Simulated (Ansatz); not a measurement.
Job for Ansatz (a quantum-chemistry and plane-wave program): U-CCSD(T)/cc-pVTZ on BrGeH3 (SMILES [GeH3][Br]), a point of a bond scan (R = 3.148 Å). The run froze 28 orbitals, filled d shells among them.

Ansatz 0.2 input:
```yaml
crystal:
  periodic: [false, false, false]
  atoms:
    - {symbol: Ge, position_ang: [-1.14560058, 0.04679150, 0.00463248]}
    - {symbol: Br, position_ang: [1.99968748, -0.08167627, -0.00808617]}
    - {symbol: H, position_ang: [-1.53993749, 1.48382174, -0.35409628]}
    - {symbol: H, position_ang: [-1.60695799, -0.33231658, 1.41625220]}
    - {symbol: H, position_ang: [-1.64237120, -0.95588990, -1.04278950]}
basis:
  gaussian:
    orbitals: cc-pVTZ
correlation: {method: ccsd_t, electrons: outside_noble_gas}
scf: {omitted_lower_state_checks: [cluster_reference]}
magnetization: {spin_polarized: true, initial_magnetization: 0}
```

Output:

```
WARN ansatz: RAYON_NUM_THREADS=1 ignored (pool sized by the plan → 1); use --threads N
Functional definition: HF
these checks for a lower state are left out or cut short: cluster_reference
integrals: 0.36 GiB planned
781 factors; integrals over basis functions are off by at most 9.1e-4 eV
mean field: 0.60 GiB planned
mean field evaluation 1: about -126519.9989 eV, gradient 1.3e1 eV
mean field evaluation 2: about -126519.9997 eV, gradient 1.3e1 eV
mean field evaluation 4: about -126521.6054 eV, gradient 1.4e0 eV
mean field evaluation 8: about -126521.6250 eV, gradient 3.2e-4 eV
mean field evaluation 16: about -126521.6380 eV, gradient 7.4e-1 eV
mean field evaluation 32: about -126521.6521 eV, gradient 4.3e-2 eV
mean field evaluation 64: about -126521.6523 eV, gradient 2.4e-6 eV
mean field evaluation 96: about -126521.6511 eV, gradient 8.3e-2 eV
mean field evaluation 128: about -126521.6250 eV, gradient 7.0e-4 eV
mean field -126521.65229516 eV, -4649.5849623910 hartree, gradient 2.6e-6 eV, S^2 0.238372; 10 other end points of the search recorded, 0 dependent functions left out
28 core orbitals not correlated
reference -126521.65229516 eV, -4649.5849623910 hartree; 7, 7 occupied and 93, 93 virtual orbitals, 781 factors
second order -7.51715824 eV of doubles, -0.00000000 eV of singles
coupled cluster: 0.58 GiB planned
cycle   1  -8.29736937 eV  change   -7.8e-1 eV  update   8.4e-2
cycle   2  -8.63669374 eV  change   -3.4e-1 eV  update   4.1e-2
cycle   3  -8.70196033 eV  change   -6.5e-2 eV  update   3.1e-2
cycle   4  -8.74037874 eV  change   -3.8e-2 eV  update   2.2e-2
cycle   5  -8.75366203 eV  change   -1.3e-2 eV  update   1.0e-2
cycle   6  -8.76104367 eV  change   -7.4e-3 eV  update   3.5e-3
cycle   7  -8.76240840 eV  change   -1.4e-3 eV  update   9.6e-4
cycle   8  -8.76238985 eV  change    1.9e-5 eV  update   4.2e-4
cycle   9  -8.76228058 eV  change    1.1e-4 eV  update   2.0e-4
cycle  10  -8.76226638 eV  change    1.4e-5 eV  update   7.3e-5
cycle  11  -8.76227331 eV  change   -6.9e-6 eV  update   2.3e-5
cycle  12  -8.76227900 eV  change   -5.7e-6 eV  update   8.4e-6
coupled cluster: 0.58 GiB planned
perturbative correction -0.34055866 eV, -0.0125152999 hartree
Total energy: -126530.75513282 eV, -4649.9194855050 hartree
Checks for a lower state left out: cluster_reference
```

Self-consistency was reached. Its determinant has ⟨S²⟩ = 0.24, a mixture of spin states.

Cost: roughly 40 core-seconds.
